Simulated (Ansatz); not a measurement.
Other settings, tried on [ReH9]2- (ReH9²⁻).

```yaml
crystal:
  periodic: [false, false, false]
  atoms:
    - {symbol: Re, position_ang: [0.000360, -0.000004, 0.000004]}
    - {symbol: H, position_ang: [0.872236, 1.448920, 0.003393]}
    - {symbol: H, position_ang: [-1.687846, 0.015479, -0.004982]}
    - {symbol: H, position_ang: [0.845428, -1.464728, 0.001659]}
    - {symbol: H, position_ang: [1.200976, -0.011779, 1.242335]}
    - {symbol: H, position_ang: [1.208291, -0.010366, -1.235228]}
    - {symbol: H, position_ang: [-0.603747, 1.065213, 1.220598]}
    - {symbol: H, position_ang: [-0.596524, 1.066618, -1.222917]}
    - {symbol: H, position_ang: [-0.623194, -1.055390, 1.219361]}
    - {symbol: H, position_ang: [-0.615979, -1.053982, -1.224223]}
basis:
  gaussian: {orbitals: def2-SVP, point_charges: [{charge: 1.00, position_ang: [5.554, 0.925, -0.829]}]}
total_charge: -2
hamiltonian: {xc: {name: revPBE}}
scf: {omitted_lower_state_checks: [starts]}
output: {forces: true}
```

```sh
$ ansatz run in.yaml --threads 4 --pin off --events-out ev --progress --plain --max-ram 3916MiB
```

It prints (some lines left out):

```
Functional definition: revPBE
819 factors; their error is unknown
mean field evaluation 1: about -2263.4821 eV, gradient 8.2e1 eV
mean field evaluation 2: about -2161.8766 eV, gradient 2.1e2 eV
mean field evaluation 4: about -2280.4420 eV, gradient 3.2e0 eV
mean field evaluation 8: about -2280.4707 eV, gradient 6.2e-2 eV
mean field evaluation 16: about -2280.4443 eV, gradient 1.7e-4 eV
mean field -2280.44431389 eV, -83.8047827949 hartree, gradient 6.5e-6 eV, S^2 0.000000; 0 other end points of the search recorded, 0 dependent functions left out
reference -2280.44437447 eV, -83.8047850212 hartree; 13, 13 occupied and 64, 64 virtual orbitals, 819 factors
Total energy: -2280.44437447 eV, -83.8047850212 hartree
Atom 0 at     0.000360    -0.000004     0.000004 Å, force     0.531801     0.082371    -0.056548 eV/Å
Atom 1 at     0.872236     1.448920     0.003393 Å, force     0.080916     0.368310     0.022495 eV/Å
Atom 2 at    -1.687846     0.015479    -0.004982 Å, force    -0.089905     0.002541     0.000958 eV/Å
Atom 3 at     0.845428    -1.464728     0.001659 Å, force     0.040947    -0.276740     0.016009 eV/Å
Atom 4 at     1.200976    -0.011779     1.242335 Å, force     0.209804    -0.021730     0.273185 eV/Å
Atom 5 at     1.208291    -0.010366    -1.235228 Å, force     0.312701    -0.022227    -0.355363 eV/Å
Atom 6 at    -0.603747     1.065213     1.220598 Å, force    -0.038245     0.026233     0.056325 eV/Å
Atom 7 at    -0.596524     1.066618    -1.222917 Å, force    -0.058288     0.053840    -0.075154 eV/Å
Atom 8 at    -0.623194    -1.055390     1.219361 Å, force    -0.020048    -0.014668     0.030306 eV/Å
Atom 9 at    -0.615979    -1.053982    -1.224223 Å, force    -0.036638    -0.040842    -0.046021 eV/Å
Dipole moment:    -0.363385    -0.059011     0.058240 e Å
Checks for a lower state left out: starts
```

It took 0.75 s on 4 threads of Arm Neoverse V1 on a shared host.

In the def2 sets Re takes a core potential; there is no spin–orbit coupling. A multiply charged anion in the gas phase is held together partly by the finite basis. Removing one electron lowers the energy by 0.59 eV at PBE0-D4/def2-TZVPD, so it isn't bound. The highest occupied level of an anion often lies above zero with these methods, and sets without diffuse functions describe the outer electron poorly.

The dipole of an ion depends on the origin.
